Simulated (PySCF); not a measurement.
**Bond length, frequency and bond energy of ZnS by level of theory**

State: ¹Σ⁺ (singlet), closed shell. Set-up: basis Zn def2-SVP, S def2-SVP; no relativity; PySCF 2.14. De refers to Zn + S in their high-spin ground configurations, without counterpoise correction. A positive dipole means Zn(−)S(+).

| Level | Re (Å) | ωe (cm⁻¹) | De (eV) | μ (D) | CPU s a point (SCF and correlation, without the integrals) |
| --- | --- | --- | --- | --- | --- |
| RHF | 2.100 | 414 | -0.51 | -7.23 | 0.067 |
| RHF-MP2 | 2.058 | 484 | 0.94 | n/a | 0.11 |
| RHF-SCS-MP2 | 2.072 | 463 | 0.77 | n/a | n/a |
| RHF-CCSD | 2.092 | 428 | 0.54 | n/a | n/a |
| RHF-CCSD(T) | 2.088 | 439 | 0.72 | n/a | 2.1 |
| PBE | 2.059 | 460 | 1.59 | -5.17 | 0.67 |
| revPBE | 2.071 | 450 | 1.41 | -5.32 | 0.51 |
| BP86 | 2.061 | 456 | 1.54 | -5.07 | 0.52 |
| r²SCAN | 2.037 | 483 | 1.62 | -5.64 | 0.95 |
| PBE0 | 2.054 | 466 | 1.32 | -5.83 | 1.2 |
| B97-3 | 2.078 | 448 | 1.26 | -5.77 | 0.58 |
| CAM-B3LYP | 2.053 | 458 | 0.99 | -5.65 | 1.1 |

(1) Which functional lies closest to RHF-CCSD(T) in De, which farthest, and by how much do they differ from it?

(2) What does a quarter of exact exchange do here, going from PBE to PBE0?

(3) What does the step from GGA to meta-GGA do here, going from PBE to r²SCAN?

Correlated steps freeze 10 core orbitals. Correlated levels converge slowly with the basis: in double zeta they bind strong bonds too weakly, by up to about 1 eV, and carry superposition errors of some tenths. Where the molecule has an RHF reference, its open-shell atoms are computed with UHF. A negative De means that the minimum lies above the separated atoms at that level.

The whole job (state search and all levels along the bond) took about 1.9 min on 1 thread of Arm Neoverse V1 (shared host), peak memory 0.6 GiB.

Results:

(1) Closest is CAM-B3LYP (-3.5 pm in Re, +4.3 % in ωe, +0.27 eV in De against RHF-CCSD(T) in the same basis), farthest r²SCAN (-5.1 pm in Re, +10.0 % in ωe, +0.90 eV in De). CCSD(T) converges more slowly with the basis than the functionals do and binds too weakly in this one, so the order can change at the basis-set limit.

(2) PBE0 less PBE: -0.5 pm in Re, +1.3 % in ωe, -0.27 eV in De. Exact exchange removes part of the self-interaction that spreads semilocal densities, and in most molecules shortens and stiffens the bond and lowers De; so it does here.

(3) r²SCAN less PBE: -2.2 pm in Re, +5.0 % in ωe, +0.03 eV in De.
